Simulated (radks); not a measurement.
Problem. Species: the dysprosium ion Dy+. Configuration: [Xe] 4f10 6s1. Method: scalar-relativistic Kohn-Sham, LDA (Slater exchange, Perdew-Wang correlation), spin-polarised, spherical densities, point nucleus; open shells are filled with parallel spins first (spin-orbit coupling, left out, can overturn this in heavy ions); computed with a radial shooting solver on a logarithmic mesh with Libxc functionals. Some entries of the table are withheld. Estimate them.

orbital  occ.  eigenvalue (Ry)  r(max) (bohr)
1s up       1        -3940.968        0.01339
1s down     1        -3940.967        0.01339
2s up       1        -656.7226        0.07609
2s down     1        -656.7172        0.07609
2p up       3        -582.9854        0.06170
2p down     3        -582.9813        0.06170
3s up       1        -146.5441         0.2157
3s down     1        -146.4259         0.2156
3p up       3        -123.9098         0.2118
3p down     3        -123.7924         0.2118
3d up       5        -94.73674         0.1729
3d down     5        -94.64504         0.1728
4s up       1        -29.41698         0.4941
4s down     1        -29.16760         0.4940
4p up       3        -21.96126         0.5161
4p down     3        -21.71516         0.5160
4d up       5        -11.80829         0.5345
4d down     5        -11.56750         0.5345
5s up       1              (1)          1.154
5s down     1              (2)          1.160
5p up       3         -2.39316          1.318
5p down     3         -2.29614          1.329
4f up       7         -0.80634         0.5375
6s up       1         -0.69490            (3)
6s down     0         -0.62763            (4)
4f down     3         -0.59781         0.5395

Solution. 
(1) 5s up eigenvalue (Ry): -4.14042
(2) 5s down eigenvalue (Ry): -4.01540
(3) 6s up r(max) (bohr): 3.195
(4) 6s down r(max) (bohr): 3.218
